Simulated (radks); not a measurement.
The numbers below are computed, except where a source is named.
Ionisation of Li, [He] 2s1, to Li+, [He], under several functionals. Non-relativistic Kohn-Sham, spin-polarised, spherical densities, point nucleus; open shells are filled with parallel spins first; a radial shooting solver on a logarithmic mesh with Libxc functionals.

| functional | E(Li) (hartree) | Exc (hartree) | IE (eV) | -e(HOMO) (eV) | <r> HOMO (bohr) | IE error (eV) |
|---|---|---|---|---|---|---|
| exchange-only r2SCAN | -7.43418 | -1.77763 | 5.247 | 3.188 | 3.883 | -0.144 |
| LDA (Slater exchange, Perdew-Wang correlation) | -7.34328 | -1.66445 | 5.472 | 3.165 | 3.823 | +0.081 |
| Wu-Cohen GGA | -7.42527 | -1.76137 | 5.500 | 3.180 | 3.810 | +0.108 |
| exchange-only LDA | -7.19340 | -1.50537 | 5.027 | 2.733 | 3.935 | -0.364 |
| r2SCAN | -7.47986 | -1.82544 | 5.394 | 3.265 | 3.806 | +0.003 |
| exchange-only PBE | -7.41138 | -1.74781 | 5.407 | 2.971 | 3.853 | +0.015 |
| BP86 | -7.48098 | -1.82306 | 5.565 | 3.272 | 3.794 | +0.174 |

NIST Atomic Spectra Database: 5.392 eV (measured). Closest: r2SCAN. The Delta-SCF values span 0.54 eV, the total energies 0.29 hartree. The highest occupied level is 2s.
